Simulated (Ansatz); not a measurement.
Steps of a relaxation of CH₈O₄Si₂, SMILES `C[SiH](O)[Si](O)(O)O` with RKS PBE0-D4/def2-TZVP.

```sh
$ ansatz run in.yaml --threads 2 --pin off --events-out ev --progress --plain --max-ram 22528MiB --backend cuda --devices 0, --max-vram 18GiB
```

```yaml
crystal:
  periodic: [false, false, false]
  atoms:
    - {symbol: C, position_ang: [-1.632920, -1.446810, -0.699350]}
    - {symbol: Si, position_ang: [0.123070, -1.067810, -0.083240]}
    - {symbol: O, position_ang: [1.076950, -1.554530, -1.312180]}
    - {symbol: Si, position_ang: [0.491430, 1.114460, 0.454630]}
    - {symbol: O, position_ang: [2.116080, 1.252680, 0.369650]}
    - {symbol: O, position_ang: [-0.110430, 2.269540, -0.525920]}
    - {symbol: O, position_ang: [-0.097540, 1.535860, 1.928800]}
    - {symbol: H, position_ang: [-1.714970, -2.486640, -0.997480]}
    - {symbol: H, position_ang: [-2.374070, -1.265100, 0.073330]}
    - {symbol: H, position_ang: [-1.895560, -0.839050, -1.560470]}
    - {symbol: H, position_ang: [0.390790, -1.960040, 1.070890]}
    - {symbol: H, position_ang: [1.973390, -1.241750, -1.388560]}
    - {symbol: H, position_ang: [2.528940, 2.114200, 0.387800]}
    - {symbol: H, position_ang: [-1.017310, 2.539090, -0.419440]}
    - {symbol: H, position_ang: [0.142140, 1.035890, 2.701540]}
basis:
  gaussian: {orbitals: def2-TZVP}
hamiltonian: {xc: pbe0, dispersion: d4}
relax: {f_tol: 0.005, max_steps: 150}
```

Positions (Å) and forces (eV/Å) along the path, 8 of 20 steps:

```xyz
15
step=1 energy=-25104.8955 eV
C    -1.633   -1.447   -0.699    0.478    0.335    0.322
Si    0.123   -1.068   -0.083   -1.194   -1.021   -0.361
O     1.077   -1.555   -1.312    0.342   -0.200   -0.711
Si    0.491    1.114    0.455    0.250    0.902    0.508
O     2.116    1.253    0.370    0.273   -0.348   -0.078
O    -0.110    2.270   -0.526    0.097   -0.010   -0.432
O    -0.098    1.536    1.929   -0.266    0.168   -0.059
H    -1.715   -2.487   -0.997    0.102   -0.272   -0.023
H    -2.374   -1.265    0.073   -0.161    0.048    0.213
H    -1.896   -0.839   -1.560    0.036    0.173   -0.162
H     0.391   -1.960    1.071    0.002    0.048    0.381
H     1.973   -1.242   -1.389    0.220    0.139    0.077
H     2.529    2.114    0.388   -0.006    0.201    0.003
H    -1.017    2.539   -0.419   -0.281    0.081    0.083
H     0.142    1.036    2.702    0.108   -0.244    0.239
15
step=3 energy=-25104.9966 eV
C    -1.635   -1.437   -0.694    0.081   -0.008   -0.024
Si    0.107   -1.122   -0.108   -0.061    0.135    0.122
O     1.115   -1.559   -1.338    0.053   -0.144   -0.200
Si    0.495    1.128    0.460   -0.019   -0.096    0.065
O     2.126    1.249    0.354    0.118   -0.027   -0.019
O    -0.134    2.254   -0.554   -0.006   -0.006   -0.085
O    -0.104    1.528    1.941   -0.062    0.087    0.057
H    -1.736   -2.482   -0.999   -0.039    0.015   -0.004
H    -2.360   -1.238    0.099    0.018   -0.002   -0.001
H    -1.870   -0.803   -1.551   -0.018   -0.019    0.007
H     0.359   -1.962    1.109    0.003    0.027   -0.027
H     2.007   -1.210   -1.364   -0.056    0.066    0.119
H     2.537    2.116    0.360   -0.055    0.028    0.004
H    -1.040    2.535   -0.420    0.019   -0.014    0.064
H     0.135    1.001    2.704    0.025   -0.041   -0.079
15
step=7 energy=-25105.0148 eV
C    -1.626   -1.457   -0.751   -0.042   -0.013   -0.013
Si    0.082   -1.139   -0.088    0.008    0.012   -0.005
O     1.174   -1.601   -1.244    0.003   -0.008    0.009
Si    0.477    1.112    0.444    0.011    0.015   -0.021
O     2.106    1.230    0.246   -0.008   -0.005    0.013
O    -0.227    2.217   -0.546   -0.003   -0.008    0.007
O    -0.045    1.543    1.948    0.026    0.000    0.004
H    -1.735   -2.502   -1.050    0.015   -0.003   -0.004
H    -2.379   -1.246    0.012   -0.002    0.008    0.023
H    -1.832   -0.827   -1.619    0.010    0.006   -0.018
H     0.266   -1.945    1.161    0.005   -0.012    0.004
H     2.021   -1.152   -1.212   -0.004    0.006    0.005
H     2.490    2.110    0.217   -0.001    0.001   -0.004
H    -1.004    2.663   -0.202   -0.006   -0.004    0.006
H     0.232    0.993    2.683   -0.014    0.002   -0.008
15
step=8 energy=-25105.0151 eV
C    -1.626   -1.458   -0.760   -0.004    0.005   -0.003
Si    0.078   -1.140   -0.083    0.008   -0.014   -0.003
O     1.182   -1.607   -1.226    0.050    0.031    0.000
Si    0.476    1.112    0.444    0.000    0.016   -0.010
O     2.103    1.227    0.230   -0.013    0.003    0.002
O    -0.243    2.214   -0.538   -0.128    0.079    0.072
O    -0.027    1.549    1.954   -0.012    0.060   -0.103
H    -1.734   -2.506   -1.049    0.003    0.001    0.001
H    -2.384   -1.234   -0.004    0.001   -0.001   -0.004
H    -1.818   -0.836   -1.637   -0.001   -0.001    0.002
H     0.253   -1.946    1.167   -0.006   -0.003    0.009
H     2.022   -1.142   -1.198   -0.056   -0.023    0.005
H     2.488    2.107    0.192    0.002   -0.001   -0.001
H    -1.007    2.671   -0.173    0.129   -0.084   -0.062
H     0.236    0.989    2.682    0.026   -0.068    0.096
15
step=11 energy=-25105.0168 eV
C    -1.619   -1.456   -0.808    0.012    0.025    0.032
Si    0.054   -1.143   -0.053   -0.003   -0.030   -0.024
O     1.216   -1.625   -1.131   -0.001    0.002    0.032
Si    0.471    1.115    0.445    0.006    0.029    0.055
O     2.084    1.226    0.132   -0.062    0.003   -0.002
O    -0.304    2.221   -0.490    0.047   -0.038    0.017
O     0.062    1.552    1.983    0.030   -0.035   -0.021
H    -1.720   -2.507   -1.091    0.008   -0.019   -0.004
H    -2.411   -1.222   -0.092    0.004    0.002   -0.006
H    -1.766   -0.843   -1.699    0.003    0.007   -0.005
H     0.155   -1.935    1.217    0.004    0.022   -0.030
H     2.029   -1.116   -1.095   -0.011   -0.006   -0.009
H     2.469    2.104    0.069   -0.001   -0.007    0.001
H    -1.051    2.661   -0.081   -0.023    0.017    0.002
H     0.332    0.967    2.694   -0.012    0.027   -0.038
15
step=15 energy=-25105.0176 eV
C    -1.615   -1.453   -0.814    0.001    0.002    0.001
Si    0.052   -1.144   -0.045    0.000    0.000   -0.001
O     1.225   -1.634   -1.105    0.002   -0.001    0.000
Si    0.469    1.114    0.450   -0.008   -0.006    0.000
O     2.076    1.221    0.112   -0.001    0.005    0.002
O    -0.310    2.220   -0.480    0.004    0.001   -0.002
O     0.080    1.554    1.991    0.002    0.001   -0.001
H    -1.715   -2.503   -1.099    0.001    0.000    0.000
H    -2.414   -1.217   -0.105   -0.001    0.000   -0.001
H    -1.753   -0.839   -1.706    0.000    0.000    0.000
H     0.139   -1.932    1.225    0.000   -0.001    0.001
H     2.023   -1.100   -1.093    0.000    0.000    0.000
H     2.465    2.097    0.050    0.001   -0.001   -0.001
H    -1.065    2.654   -0.077   -0.001    0.000    0.002
H     0.343    0.963    2.697    0.002    0.000    0.000
15
step=16 energy=-25105.0176 eV
C    -1.615   -1.453   -0.816    0.000    0.000    0.000
Si    0.051   -1.145   -0.045    0.000    0.000    0.000
O     1.226   -1.636   -1.102    0.000    0.000    0.001
Si    0.468    1.114    0.450    0.001    0.000   -0.001
O     2.074    1.222    0.111    0.001    0.000   -0.001
O    -0.312    2.220   -0.478   -0.001   -0.001    0.000
O     0.083    1.554    1.992    0.000    0.000    0.001
H    -1.715   -2.503   -1.100    0.000    0.000    0.000
H    -2.414   -1.216   -0.108    0.000    0.000    0.000
H    -1.751   -0.839   -1.708    0.000    0.000    0.000
H     0.136   -1.932    1.227    0.000    0.000    0.000
H     2.023   -1.100   -1.091    0.000    0.000    0.000
H     2.463    2.098    0.046    0.000    0.000    0.000
H    -1.066    2.654   -0.075   -0.001    0.000    0.000
H     0.349    0.963    2.697    0.000    0.000    0.001
15
step=20 energy=-25105.0176 eV
C    -1.612   -1.451   -0.825    0.000    0.000    0.001
Si    0.047   -1.146   -0.038    0.000    0.000   -0.001
O     1.233   -1.643   -1.081    0.000    0.000    0.001
Si    0.466    1.113    0.452    0.000    0.001    0.002
O     2.068    1.222    0.092    0.000    0.000    0.000
O    -0.326    2.219   -0.468    0.000    0.000   -0.002
O     0.099    1.555    1.997    0.001   -0.002   -0.002
H    -1.712   -2.501   -1.109    0.000    0.000    0.000
H    -2.418   -1.210   -0.126    0.001    0.000    0.000
H    -1.737   -0.838   -1.720    0.000    0.000    0.000
H     0.117   -1.931    1.236    0.000    0.000   -0.001
H     2.024   -1.098   -1.074    0.000    0.000    0.000
H     2.457    2.097    0.024   -0.001    0.001    0.000
H    -1.077    2.650   -0.058    0.001    0.000    0.001
H     0.372    0.963    2.700   -0.001    0.001    0.000
```

Run time 39 s (2 threads of an AMD EPYC 7R13 on a shared host and a share of an NVIDIA H100 80 GB); peak host memory 0.96 GiB.
